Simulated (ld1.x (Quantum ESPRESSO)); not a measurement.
## caesium, TM semilocal: configuration errors across variants

ld1.x (Quantum ESPRESSO) 7.5 input, shortened:

```
&input
   title='Cs', zed=55., rel=1, dft='PBE', iswitch=3,
   config='[Xe] 5d0 6s1 6p0'
 /
 &inputp
   pseudotype=1, tm=.true., lloc=2,
   nlcc=.true., new_core_ps=.true., rcore=2.80
 /
3
6S  1  0   1.00   0.00  3.15  3.15  0.0
6P  2  1   0.00   0.00  3.35  3.35  0.0
5D  3  2   0.00   0.00  3.70  3.70  0.0
 &test
   configts(1)='5d0 6s1 6p0'
 /
```

All-electron excitation energies from the reference (eV): (1) 5d0 6s0.5 6p0 1.471; (2) 5d1 6s0 6p0 1.672; (3) 5d0.5 6s0.5 6p0 0.843.

A semilocal file is local in each channel, so a ghost entry of none says nothing of the separable form that plane-wave codes build from it.

Tests that are not counted but printed errors over 1 eV. “base”: 5d0 6s0 6p1 (solver errors, printed error -2.5 eV). “wave 6p (bound): rc 3.35 bohr becomes 6p (bound): rc 2.90 bohr”: 5d0 6s0 6p1 (solver errors, printed error -1.2 eV). “wave 6p (bound): rc 3.35 bohr becomes 6p (bound): rc 3.32 bohr”: 5d0 6s0 6p1 (solver errors, printed error -1.2 eV).

A true bound ghost makes a file unfit for plane-wave use even where its test errors are small: the radial tests pick states by their node count and pass the ghost by. Where a test does run into it, the solver fails or the error is huge.

Errors AE − PS in meV (a dash: test not solved or not reliable):

| change | (1) | (2) | (3) | bound ghosts |
| --- | --- | --- | --- | --- |
| base | -0.8 | -3.6 | -1.1 | none |
| wave 6p (bound): rc 3.35 bohr becomes 6p (bound): rc 2.54 bohr | -0.8 | -3.6 | -1.1 | not determined |
| wave 6p (bound): rc 3.35 bohr becomes 6p (bound): rc 2.90 bohr | -0.8 | -3.6 | -1.1 | none |
| wave 6p (bound): rc 3.35 bohr becomes 6p (bound): rc 3.32 bohr | -0.8 | -3.6 | -1.1 | p |
| wave 6p (bound): rc 3.35 bohr becomes 6p (bound): rc 3.72 bohr | -0.8 | -3.6 | -1.1 | none |
| wave 6p (bound): rc 3.35 bohr becomes 6p (bound): rc 4.30 bohr | -0.8 | -3.6 | -1.1 | none |
| wave 6p (bound): rc 3.35 bohr becomes 6p (bound): rc 4.54 bohr | -0.8 | -3.6 | -1.1 | none |
| wave 6p (bound): rc 3.35 bohr becomes 6p (bound): rc 5.08 bohr | -0.8 | -3.6 | -1.1 | none |

**Question.** Give the same row for: wave 6p (bound): rc 3.35 bohr becomes 6p (bound): rc 2.10 bohr.

**Answer.** -0.8, -3.6, -1.1; bound ghosts: p.
